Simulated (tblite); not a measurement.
Compound: C5H10OSeSi.
Numbering: `[CH3:1][C:2](=[O:3])[C@:4]1([CH3:5])[CH2:6][SiH2:7][Se:8]1` (hydrogens: H9, H10, H11 on C1; H12, H13, H14 on C5; H15, H16 on C6; H17, H18 on Si7)

Computed with GFN2-xTB (tblite), gas phase: L-BFGS steps from a force-field or distance-geometry start until the largest atomic force falls under 0.01 eV/Å.

Step 76: E = -674.1822 eV
```
atom  x, y, z in Å  |  force x, y, z in eV/Å
C1      1.9156    0.9568   -0.0249   -0.049  -0.047  -0.059
C2      1.3611   -0.4481    0.0040   -0.070  -0.039   0.106
O3      2.0592   -1.3916    0.2875    0.052  -0.062  -0.052
C4     -0.1212   -0.6314   -0.2536   -0.022  -0.001   0.083
C5     -0.4793   -2.0642   -0.6157    0.030   0.039   0.025
C6     -0.8137    0.4185   -1.1313    0.079  -0.008  -0.033
Si7    -1.6550    1.5060    0.1876   -0.050  -0.078  -0.042
Se8    -0.8512   -0.1012    1.6169   -0.025  -0.084   0.025
H9      1.2400    1.6676    0.4431    0.007   0.001   0.005
H10     2.0632    1.2487   -1.0620    0.048   0.045  -0.052
H11     2.8787    0.9694    0.4826   -0.065  -0.015  -0.037
H12    -1.4283   -2.3706   -0.1721    0.082   0.078  -0.026
H13     0.3093   -2.7289   -0.2649   -0.070  -0.031   0.036
H14    -0.5693   -2.1660   -1.6992    0.101   0.026   0.069
H15    -0.1042    0.8923   -1.8039   -0.019   0.091  -0.065
H16    -1.5603   -0.0779   -1.7530    0.009   0.070  -0.001
H17    -3.1036    1.4739    0.0340   -0.093   0.049   0.058
H18    -1.1499    2.8529    0.4485    0.053  -0.034  -0.042
```

Step 77: E = -674.1874 eV
```
atom  x, y, z in Å  |  force x, y, z in eV/Å
C1      1.9134    0.9548   -0.0308   -0.038  -0.018  -0.032
C2      1.3582   -0.4480    0.0092   -0.042   0.003   0.038
O3      2.0603   -1.3870    0.2966    0.025  -0.115  -0.032
C4     -0.1219   -0.6322   -0.2532   -0.025   0.007   0.091
C5     -0.4716   -2.0652   -0.6179    0.066   0.071   0.032
C6     -0.8205    0.4145   -1.1317    0.097   0.013   0.020
Si7    -1.6539    1.5070    0.1875   -0.055  -0.032  -0.014
Se8    -0.8627   -0.1045    1.6167   -0.003  -0.104   0.014
H9      1.2410    1.6655    0.4391   -0.035   0.046  -0.007
H10     2.0642    1.2434   -1.0687    0.030   0.038  -0.029
H11     2.8731    0.9678    0.4811   -0.012  -0.013  -0.042
H12    -1.4256   -2.3680   -0.1919   -0.015   0.034   0.022
H13     0.3102   -2.7291   -0.2538   -0.047  -0.045   0.051
H14    -0.5429   -2.1675   -1.7005    0.097   0.019  -0.008
H15    -0.1220    0.8955   -1.8098    0.024   0.061  -0.075
H16    -1.5689   -0.0864   -1.7454   -0.016   0.059  -0.021
H17    -3.1030    1.4963    0.0384   -0.097   0.040   0.051
H18    -1.1365    2.8494    0.4587    0.044  -0.065  -0.060
```

Step 78: E = -674.1934 eV
```
atom  x, y, z in Å  |  force x, y, z in eV/Å
C1      1.9041    0.9552   -0.0417    0.001   0.037   0.031
C2      1.3516   -0.4468    0.0214    0.021   0.080  -0.066
O3      2.0598   -1.3774    0.3198   -0.014  -0.158  -0.003
C4     -0.1234   -0.6350   -0.2507   -0.018   0.032   0.070
C5     -0.4587   -2.0656   -0.6242   -0.041  -0.007   0.007
C6     -0.8282    0.4071   -1.1316    0.060   0.029   0.008
Si7    -1.6419    1.5078    0.1920   -0.028  -0.017   0.014
Se8    -0.8784   -0.1169    1.6186    0.017  -0.118  -0.014
H9      1.2336    1.6710    0.4229   -0.066   0.060  -0.047
H10     2.0644    1.2332   -1.0825   -0.002   0.012   0.029
H11     2.8576    0.9750    0.4808    0.034  -0.013  -0.066
H12    -1.4361   -2.3595   -0.2399    0.065   0.026  -0.013
H13     0.3038   -2.7333   -0.2257   -0.076  -0.027   0.039
H14    -0.4824   -2.1661   -1.7110    0.093   0.002   0.049
H15    -0.1484    0.8893   -1.8308    0.021  -0.023  -0.013
H16    -1.5930   -0.1003   -1.7236    0.043   0.089   0.004
H17    -3.0879    1.5304    0.0531   -0.173   0.031   0.033
H18    -1.1054    2.8382    0.4767    0.060  -0.034  -0.065
```

Task: Estimate the geometry and energy of step 79. (The exact step hangs on the optimiser's Hessian estimate; all steps are aligned on step 78, rigid shifts and turns removed.)

Result: E = -674.1969 eV, largest force 0.157 eV/Å
```
atom  x, y, z in Å  |  force x, y, z in eV/Å
C1      1.8965    0.9560   -0.0466    0.025   0.053   0.056
C2      1.3466   -0.4466    0.0279    0.080   0.061  -0.121
O3      2.0575   -1.3750    0.3316   -0.079  -0.075  -0.010
C4     -0.1263   -0.6371   -0.2500    0.025   0.019   0.021
C5     -0.4510   -2.0684   -0.6278    0.000  -0.014   0.011
C6     -0.8308    0.4039   -1.1339    0.007   0.050   0.052
Si7    -1.6375    1.5089    0.1928   -0.057   0.041   0.041
Se8    -0.8852   -0.1272    1.6173   -0.007  -0.090  -0.037
H9      1.2286    1.6751    0.4178   -0.071   0.044  -0.067
H10     2.0615    1.2330   -1.0879   -0.032  -0.017   0.057
H11     2.8484    0.9772    0.4770    0.075  -0.005  -0.051
H12    -1.4332   -2.3576   -0.2605   -0.021  -0.017   0.000
H13     0.3023   -2.7367   -0.2119   -0.075  -0.007   0.039
H14    -0.4512   -2.1743   -1.7137    0.080   0.018   0.036
H15    -0.1586    0.8846   -1.8422    0.031  -0.048   0.015
H16    -1.6051   -0.1007   -1.7170    0.068   0.071   0.012
H17    -3.0884    1.5563    0.0636   -0.076   0.016   0.031
H18    -1.0830    2.8348    0.4871    0.027  -0.100  -0.085
```

The energy changes by -0.0036 eV. The first-order estimate −F·Δx gives -0.0055 eV and the mean of the old and new forces, exact on a quadratic surface, -0.0035 eV. The step makes an angle of 78° with the force vector and moves no atom by more than 0.032 Å.

The cost below is that of the whole relaxation. The run took 1.1 s of wall time on an Arm Neoverse V2 with one thread, no GPU, shared host.
